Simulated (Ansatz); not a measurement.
`C[NH][InH2]` + `[SiH3]N[SiH3]` → `CN([SiH3])[SiH3]` + `[NH2][InH2]` at 298.15 K and 1 bar (substitution at a C–N bond).

Isolated molecules relaxed with PBE0-D4/def2-TZVP in Ansatz; ΔE leaves out vibrations. CBS: MP2 limit from def2 TZ/QZ plus the TZ coupled-cluster correction, frozen cores. This one scheme is used for every species. Elements past krypton have def2 core potentials. For In outer-core shells are correlated without core-valence functions, which leaves a few kJ/mol of doubt a bond.

```tsv
species	CCSD(T)/CBS energy (Eh)	H − E (kJ/mol)	S (J/(mol·K))
`C[NH][InH2]`	-286.14916	189.4	318.2
`[SiH3]N[SiH3]`	-637.10515	192.6	335.6
`CN([SiH3])[SiH3]`	-676.35037	270.4	355.3
`[NH2][InH2]`	-246.90424	110.5	281.1
```

H − E and S are ideal-gas, rigid-rotor, harmonic terms from PBE0-D4/def2-TZVP. 1 Eh = 2625.50 kJ/mol, R = 8.31446 J/(mol·K).

By hand: ΔE, ΔH, ΔS and ΔG.

ΔE = (-676.35037) + (-246.90424) − (-286.14916) − (-637.10515) = -0.00030 Eh = -0.8 kJ/mol. Δ(H − E) = 270.4 + 110.5 − 189.4 − 192.6 = -1.1, so ΔH = -1.9 kJ/mol. ΔS = 355.3 + 281.1 − 318.2 − 335.6 = -17.4 J/(mol·K). ΔG = -1.9 − 298.15 × (-17.4)/1000 = 3.3 kJ/mol.

By hand: the equilibrium constant, and the temperature at which ΔG would vanish if ΔH and ΔS stayed fixed.

log₁₀ K = −ΔG/(RT ln 10) = -0.6. ΔG = 0 at ΔH/ΔS = 109 K, though so small a ΔH makes that figure unsure.

TΔS isn't small against ΔH here. The sign of ΔG lies within the doubt. A doubt of 5 kJ/mol in ΔE shifts log₁₀ K by 0.9 here. Modes under 60 cm⁻¹, often nearly free rotors, make the harmonic entropy too high. These are equilibria of isolated gas molecules and say nothing of rates. Largest T1 diagnostic: 0.016 (customary marks: 0.02 for closed shells, 0.045 for open ones).
